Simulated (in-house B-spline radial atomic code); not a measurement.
Successive ionisation energies of tin; each step leads to the configuration of the next row (after the last: [Ar] 3d2). NIST's values go from ground level to ground level; the uncertainty of those that are theory runs from under 0.1 % in few-electron ions to several per cent in heavy many-electron ones. Computed with a B-spline radial code for spherical atoms: non-relativistic Hartree-Fock, average of the configuration, point nuclei.

This level leaves out relativity, spin-orbit splitting included, which matters for heavy ions.

| ion | configuration | ionisation energy (eV) | tabulated value (eV) | computed minus tabulated (eV) | highest orbital | largest mean radius (bohr) |
| --- | --- | --- | --- | --- | --- | --- |
| Sn18+ | [Ar] 3d10 4s2 4p2 | 494.6 | 506 | -11.4 | 4p | 0.76677 |
| Sn19+ | [Ar] 3d10 4s2 4p1 | 524.7 | 537 | -12.3 | 4p | 0.75829 |
| Sn20+ | [Ar] 3d10 4s2 | 591.6 | 608 | -16.4 | 4s | 0.73954 |
| Sn21+ | [Ar] 3d10 4s1 | 624.5 | 642.35 | -17.9 | 4s | 0.73196 |
| Sn22+ | [Ar] 3d10 | 1134.8 | 1127 | 7.8 | 3d | 0.34549 |
| Sn23+ | [Ar] 3d9 | 1206.8 | 1195 | 11.8 | 3d | 0.3428 |
| Sn24+ | [Ar] 3d8 | 1280.4 | 1269 | 11.4 | 3d | 0.34012 |
| Sn25+ | [Ar] 3d7 | 1355.5 | 1347 | 8.5 | 3d | 0.33747 |
| Sn26+ | [Ar] 3d6 | 1432.2 | 1421 | 11.2 | 3d | 0.33483 |
| Sn27+ | [Ar] 3d5 | 1510.4 | 1508 | 2.4 | 3d | 0.33222 |
| Sn28+ | [Ar] 3d4 | 1590.2 | 1596 | -5.8 | 3d | 0.32963 |
| Sn29+ | [Ar] 3d3 | 1671.5 | 1676 | -4.5 | 3d | 0.32707 |

Q: Where is the largest jump?

A: From Sn21+ to Sn22+, by a factor of 1.82 (624.47 to 1134.8 eV); the highest orbital goes from 4s to 3d.
